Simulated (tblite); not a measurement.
Isomers of C6H10FNSi2. Level: GFN2-xTB in tblite, geometry and Hessian alike; calculated harmonic values, unscaled, isolated species. The method is semi-empirical: single wavenumbers can be off by several per cent or more. Modes of hydrogen on silicon can be 10 to 20 % off. One conformer each.

Electronic energies: GFN2-xTB at the same geometries; isomer energies are rough at this level and their order can be wrong.

```
                               SMILES  electronic energy, lowest = 0 (kJ/mol)
        C=C(C)[SiH2]/C(F)=C\[SiH2]C#N                                   208.0
   C=C(C)[Si@@H]1C[C@@H](C#N)[Si@H]1F                                     2.2
N#C[C@@H]1[SiH2][C@H]([SiH3])C/C1=C/F                                    46.9
         CC[Si@@H]1C[Si@@H](C#N)C=C1F                                   153.1
   C=C(C)[Si@@H]1C[C@H](C#N)[Si@@H]1F                                     0.0
```

How do GFN2-xTB zero-point energies change the relative energies?

```tsv
SMILES	ZPE (kJ/mol)	of it from modes above 1550 cm⁻¹	electronic (kJ/mol)	with ZPE, lowest = 0 (kJ/mol)	lowest mode (cm⁻¹)	rings
C=C(C)[Si@@H]1C[C@H](C#N)[Si@@H]1F	371.9	195.5	0.0	0.0	36	1
C=C(C)[Si@@H]1C[C@@H](C#N)[Si@H]1F	371.6	195.4	2.2	1.9	13	1
N#C[C@@H]1[SiH2][C@H]([SiH3])C/C1=C/F	355.5	181.9	46.9	30.5	31	1
CC[Si@@H]1C[Si@@H](C#N)C=C1F	371.5	194.7	153.1	152.7	29	1
C=C(C)[SiH2]/C(F)=C\[SiH2]C#N	351.9	196.7	208.0	188.0	32	0
```

The zero-point energies span 20.0 kJ/mol, from `C=C(C)[SiH2]/C(F)=C\[SiH2]C#N` to `C=C(C)[Si@@H]1C[C@H](C#N)[Si@@H]1F`. The order is unchanged.

What do entropy and thermal enthalpy add at 298.15 K and 1 bar (rigid rotor, harmonic oscillator, one conformer each)?

```
                               SMILES  point group  symmetry number  S (J/(mol K))  H − H(0) (kJ/mol)  ZPE + H − H(0) − TS (kJ/mol)
   C=C(C)[Si@@H]1C[C@H](C#N)[Si@@H]1F           C1                1          480.3              36.94                         265.7
N#C[C@@H]1[SiH2][C@H]([SiH3])C/C1=C/F           C1                1          460.9              34.89                         253.0
         CC[Si@@H]1C[Si@@H](C#N)C=C1F           C1                1          478.4              36.73                         265.6
        C=C(C)[SiH2]/C(F)=C\[SiH2]C#N           C1                1          502.6              39.48                         241.6
```

Not tabulated: `C=C(C)[Si@@H]1C[C@@H](C#N)[Si@H]1F` (lowest mode only 13 cm⁻¹).
